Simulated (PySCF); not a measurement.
Job for PySCF: R-M06-2X/def2-TZVPP on C2H5BO (SMILES C=CBO), a point of a torsion scan.

```python
from pyscf import gto, dft

mol = gto.M(
    atom='''
    C    -1.34969253    0.37230264   -0.13650204
    C    -0.42299960   -0.29703747    0.54065770
    B     0.92809231   -0.80658159   -0.08062136
    O     1.04758821   -1.14406870   -1.36363879
    H    -1.23393406    0.60105215   -1.18685479
    H    -2.25725814    0.74382119    0.31472823
    H    -0.59713077   -0.46138676    1.59810675
    H     1.89897972   -0.91919369    0.56918468
    H     0.25619021   -1.05417881   -1.89880607
    ''',
    basis='def2-tzvpp',
    charge=0, spin=0, verbose=4, max_memory=1800)
mf = dft.RKS(mol, xc='m062x').density_fit(auxbasis='def2-universal-jkfit')
mf.grids.level = 4
mf.conv_tol = 1e-9
mf.max_cycle = 150
mf.kernel()
mf.dip_moment()
```

Program output:

```
PySCF version 2.14.0

[INPUT] verbose = 4
[INPUT] num. atoms = 9
[INPUT] num. electrons = 30
[INPUT] charge = 0
[INPUT] spin (= nelec alpha-beta = 2S) = 0
[INPUT] symmetry False subgroup None
[INPUT] Mole.unit = angstrom
[INPUT] Symbol           X                Y                Z      unit          X                Y                Z       unit  Magmom
[INPUT]  1 C     -1.349692530000   0.372302640000  -0.136502040000 AA   -2.550549234071   0.703550025053  -0.257951471044 Bohr   0.0
[INPUT]  2 C     -0.422999600000  -0.297037470000   0.540657700000 AA   -0.799353394801  -0.561319467034   1.021694980137 Bohr   0.0
[INPUT]  3 B      0.928092310000  -0.806581590000  -0.080621360000 AA    1.753840284215  -1.524218302216  -0.152352290190 Bohr   0.0
[INPUT]  4 O      1.047588210000  -1.144068700000  -1.363638790000 AA    1.979654808223  -2.161976510687  -2.576903845933 Bohr   0.0
[INPUT]  5 H     -1.233934060000   0.601052150000  -1.186854790000 AA   -2.331797429173   1.135823950081  -2.242830502728 Bohr   0.0
[INPUT]  6 H     -2.257258140000   0.743821190000   0.314728230000 AA   -4.265599677045   1.405618334748   0.594750158369 Bohr   0.0
[INPUT]  7 H     -0.597130770000  -0.461386760000   1.598106750000 AA   -1.128413615851  -0.871894613900   3.019984075319 Bohr   0.0
[INPUT]  8 H      1.898979720000  -0.919193690000   0.569184680000 AA    3.588551586903  -1.737024329528   1.075603159498 Bohr   0.0
[INPUT]  9 H      0.256190210000  -1.054178810000  -1.898806070000 AA    0.484129332695  -1.992109237220  -3.588223435962 Bohr   0.0

nuclear repulsion = 100.976366068786
number of shells = 74
number of NR pGTOs = 264
number of NR cGTOs = 194
basis = def2-tzvpp
ecp = {}


******** <class 'pyscf.df.df_jk.DFRKS'> ********
method = DFRKS
initial guess = minao
damping factor = 0
level_shift factor = 0
DIIS = <class 'pyscf.scf.diis.CDIIS'>
diis_start_cycle = 1
diis_space = 8
diis_damp = 0
SCF conv_tol = 1e-09
SCF conv_tol_grad = None
SCF max_cycles = 150
direct_scf = False
XC library pyscf.dft.libxc version 7.1.2
    S. Lehtola, C. Steigemann, M. J. T. Oliveira, and M. A. L. Marques,  SoftwareX 7, 1–5 (2018)
XC functionals = m062x
    Y. Zhao and D. G. Truhlar,  Theor. Chem. Acc. 120, 215 (2008)
    Y. Zhao and D. G. Truhlar,  Theor. Chem. Acc. 120, 215 (2008)
radial grids:
    Treutler-Ahlrichs [JCP 102, 346 (1995); DOI:10.1063/1.469408] (M4) radial grids

becke partition: Becke, JCP 88, 2547 (1988); DOI:10.1063/1.454033
pruning grids: <function nwchem_prune>
grids dens level: 4
symmetrized grids: False
atomic radii adjust function: <function treutler_atomic_radii_adjust>
small_rho_cutoff = 0
Set gradient conv threshold to 3.16228e-05
Initial guess from minao.
tot grids = 192120
******** <class 'pyscf.df.df.DF'> ********
auxbasis = def2-universal-jkfit
init E= -179.738486848154
  HOMO = -0.329493933371102  LUMO = -0.0944499025136558  gap/eV = 6.39587
cycle= 1 E= -179.243930683644  delta_E= 0.495  |g|= 0.58  |ddm|=  2.1
  HOMO = -0.295793773842472  LUMO = 0.0119637041476892  gap/eV = 8.37451
cycle= 2 E= -179.232559626637  delta_E= 0.0114  |g|= 0.679  |ddm|= 0.676
  HOMO = -0.338847064158948  LUMO = -0.00584008581407858  gap/eV = 9.06158
cycle= 3 E= -179.310565342322  delta_E= -0.078  |g|= 0.0578  |ddm|= 0.373
  HOMO = -0.349917092878947  LUMO = -0.0118941764303599  gap/eV = 9.19807
cycle= 4 E= -179.311189784601  delta_E= -0.000624  |g|= 0.0235  |ddm|= 0.0515
  HOMO = -0.344195171701561  LUMO = -0.00804815005483661  gap/eV = 9.14703
cycle= 5 E= -179.311324912413  delta_E= -0.000135  |g|= 0.00516  |ddm|= 0.0188
  HOMO = -0.344858164455424  LUMO = -0.0082573491271738  gap/eV = 9.15937
cycle= 6 E= -179.311330822829  delta_E= -5.91e-06  |g|= 0.00174  |ddm|= 0.00486
  HOMO = -0.344927899526926  LUMO = -0.00830757373058688  gap/eV = 9.15991
cycle= 7 E= -179.311331530133  delta_E= -7.07e-07  |g|= 0.000848  |ddm|= 0.0015
  HOMO = -0.344865908867515  LUMO = -0.00828604435454849  gap/eV = 9.15880
cycle= 8 E= -179.31133171149  delta_E= -1.81e-07  |g|= 0.000114  |ddm|= 0.000727
  HOMO = -0.344865108375778  LUMO = -0.00827339616401446  gap/eV = 9.15913
cycle= 9 E= -179.31133171674  delta_E= -5.25e-09  |g|= 3.95e-05  |ddm|= 0.000167
  HOMO = -0.344865948892526  LUMO = -0.00827571609295319  gap/eV = 9.15909
cycle= 10 E= -179.311331717303  delta_E= -5.62e-10  |g|= 8.43e-06  |ddm|= 6.23e-05
  HOMO = -0.344865293888507  LUMO = -0.00827465070823763  gap/eV = 9.15910
Extra cycle  E= -179.311331717321  delta_E= -1.83e-11  |g|= 5.63e-06  |ddm|= 1.31e-05
converged SCF energy = -179.311331717321
Dipole moment(X, Y, Z, Debye): -1.78516,  0.46166, -0.37459
```

Self-consistency was reached.

Cost: around 50 core-seconds (rough).
